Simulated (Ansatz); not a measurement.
Z-matrix (Å, degrees):
```
Si
O 1 1.623
O 1 1.635 2 106.2
O 1 1.657 2 116.5 3 123.7
H 1 1.483 2 108.9 3 -126.3
H 2 0.959 1 117.7 3 -21.2
H 3 0.959 1 117.3 2 164.1
```

Total charge 0; spin multiplicity 2.

(1) List the ωB97M-V/def2-TZVPP orbital energies in eV (the Gaussian-basis code of Ansatz). (Best estimate.)

Answers

(1) Computed: α occupied: -1808.28, -527.68, -526.64, -526.47, -149.18, -103.32, -103.30, -103.28, -31.82, -31.05, -30.48, -19.07, -17.68, -15.72, -15.05, -14.13, -13.34, -13.09, -12.88, -12.16, -11.90. α empty: 2.11, 2.58, 3.49, 4.17, 4.78, 5.20, 6.26, 7.53. β occupied: -1808.29, -527.07, -526.63, -526.47, -149.18, -103.33, -103.31, -103.28, -31.74, -31.04, -28.73, -18.98, -17.66, -15.20, -14.26, -13.46, -13.24, -12.67, -11.83, -11.66. β empty: -2.52, 2.19, 2.61, 3.58, 4.20, 4.89, 5.43, 6.32. ⟨S²⟩ = 0.753.
